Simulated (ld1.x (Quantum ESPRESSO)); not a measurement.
## Reading a pseudo-wave (Er)

Columns: radius, all-electron u(r) and pseudo u(r) of the 4d shell (level -198.60 eV) of erbium in the configuration [Kr] 4d10 4f11 5s2 5p6 5d0 6s0 6p0; LDA (PZ), scalar-relativistic, ultrasoft scheme, ld1.x (Quantum ESPRESSO) 7.5.

```
r (bohr)  all-electron   pseudo
   0.135        0.8387  -0.0138
   0.270       -0.2614  -0.0978
   0.405       -1.2650  -0.2686
   0.540       -1.4480  -0.4738
   0.675       -1.2242  -0.6254
   0.810       -0.9108  -0.6578
   0.945       -0.6344  -0.5697
   1.080       -0.4254  -0.4194
   1.215       -0.2785  -0.2785
   1.350       -0.1796  -0.1796
   1.485       -0.1145  -0.1145
   1.620       -0.0724  -0.0724
   1.755       -0.0456  -0.0456
   1.890       -0.0286  -0.0286
   2.025       -0.0178  -0.0178
   2.160       -0.0111  -0.0111
   2.295       -0.0069  -0.0069
   2.430       -0.0043  -0.0043
   2.565       -0.0026  -0.0026
   2.700       -0.0016  -0.0016
   2.835       -0.0010  -0.0010
   2.970       -0.0006  -0.0006
   3.105       -0.0004  -0.0004
   3.240       -0.0002  -0.0002
   3.375       -0.0001  -0.0001
   3.510       -0.0001  -0.0001
```

Task: How many radial nodes do the two functions have?

Result: The all-electron 4d function has n − l − 1 = 1; the pseudo-wave has 0, since the states of the same l below it are removed with the core.

Task: At about which radius was the pseudo-wave matched?

Result: 1.25 bohr, where the columns begin to agree (steps of 0.14 bohr).

Task: Is the pseudo-wave norm-conserving?

Result: No, it belongs to an ultrasoft set: the norm inside the radius is not constrained, and the difference is carried by the augmentation charge.
